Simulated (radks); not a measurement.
Results of a calculation; reference values are marked as such.
The fluorine ion F2+, 7 electrons, occupied as [He] 2s2 2p2 4s1 (not the ground configuration).

Code: a radial shooting solver on a logarithmic mesh with Libxc functionals. Model: scalar-relativistic Kohn-Sham, LDA (Slater exchange, Perdew-Wang correlation), spin-unpolarised, spherical densities, finite nucleus; Fermi nuclear charge, rms radius 2.8976 fm.

Energy parts (eV):
part                     energy
total                 -2591.660
kinetic                2587.665
electron-nucleus      -5851.462
Hartree                 886.766
exchange-correlation   -214.630

Orbitals (lengths in bohr, moments of r in powers of bohr; <r^-3> diverges for s and p1/2; r(max) is where P^2 peaks; r(90%) holds 90 % of the orbital's charge):
\begin{tabular}{lrrrrrr}
orbital & occ. & eigenvalue (eV) & r(max) & r(90%) & <r^-3> & <r^4> \\ \hline
1s & 2 & -730.4310 & 0.1149 & 0.317 & - & 0.004646 \\
2s & 2 & -84.6955 & 0.7199 & 1.38 & - & 1.518 \\
2p & 2 & -66.7683 & 0.6212 & 1.38 & 12.03 & 1.527 \\
4s & 1 & -9.7621 & 5.379 & 7.68 & - & 1529 \\
\end{tabular}

The highest occupied level is 4s at -9.762 eV. The density falls to 0.001 e/bohr^3 at r = 2.48 bohr.
